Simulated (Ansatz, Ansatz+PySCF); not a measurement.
```yaml
atoms:
  - { symbol: Mg, position_ang: [0.0000, 0.0000, 0.0000] }
  - { symbol: F, position_ang: [0.0000, 0.0000, 1.6625] }
```

Basis set: def2-SVP (spherical functions). Frozen core: 2 orbitals. Charge 0, multiplicity 2.

Computed with Ansatz (development build ahead of 0.2.0); each method stands on the lowest determinant of its kind that the runs found.

(1) Give the atomization energy at this shape (free ground-state atoms in the same class of orbitals less the molecule, no zero-point energy) of doublet MgF by UHF-CCSD(T), UHF-MP2, ROHF, UHF.

## Answers

(1)

| method | atomization energy |
| --- | --- |
| UHF-CCSD(T) | 388.2 kJ/mol |
| UHF-MP2 | 440.1 kJ/mol |
| ROHF | 329.1 kJ/mol |
| UHF | 320.0 kJ/mol |

Caution: the shape is not the minimum.
